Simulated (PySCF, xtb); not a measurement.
hydroxymethyl(methoxy)borinic acid (C₂H₇BO₃), SMILES COB(O)CO.

GFN2-xTB in xtb 6.7.1 at its own geometry gives an orbital gap of 6.44 eV and a dipole moment of 1.60 D.

Geometry optimised at B3LYP-D3(BJ)/def2-SVP. The values are those of a single conformer.

**Question.** What does PySCF with PBE0/def2-TZVP give? (The exact figures need the calculation; the answer reports its results.)

**Answer.** gap 8.30 eV (levels -7.79 and 0.51 eV), dipole 1.20 D.
